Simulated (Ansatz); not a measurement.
Relaxation of CH$_{6}$Sn (8 atoms, charge 0, multiplicity 1), to a largest force component of 0.02 eV/Å in at most 40 steps.

Computed with RKS revPBE/def2-SVP (Ansatz).

```xyz
8
Properties=species:S:1:pos:R:3
Sn 0.000 0.000 0.000
C 0.000 0.000 2.150
H -1.000 -0.309 2.521
H 0.768 -0.711 2.521
H 0.232 1.020 2.521
H 1.641 0.000 -0.579
H -0.820 1.420 -0.579
H -0.820 -1.420 -0.579
```

Question: Where does it end, and by what steps?

Answer: It converged. The force dipped under the threshold on the way, but the program's further checks kept it going. After 10 steps the energy has fallen by 0.015 eV; H5 moved furthest, 0.21 Å.

```
step  energy less start (eV)  largest force component (eV/Å)  accepted
   0                  0.0000                           0.402       yes
   1                 -0.0078                           0.057       yes
   2                 -0.0122                           0.042       yes
   3                 -0.0139                           0.005       yes
   4                 -0.0082                           0.366        no
   5                 -0.0147                           0.068       yes
   6                 -0.0140                           0.153        no
   7                 -0.0147                           0.116       yes
   8                 -0.0152                           0.046       yes
   9                 -0.0144                           0.054        no
  10                 -0.0154                           0.009       yes
```

```xyz
8
Properties=species:S:1:pos:R:3
Sn 0.000 0.000 -0.012
C 0.001 0.000 2.172
H -1.036 -0.102 2.547
H 0.607 -0.847 2.548
H 0.430 0.949 2.548
H 1.624 0.134 -0.609
H -0.927 1.339 -0.610
H -0.696 -1.473 -0.610
```

Run time: 21 s on 1 thread of Arm Neoverse V1, with other jobs on the host, peak memory 0.12 GiB.
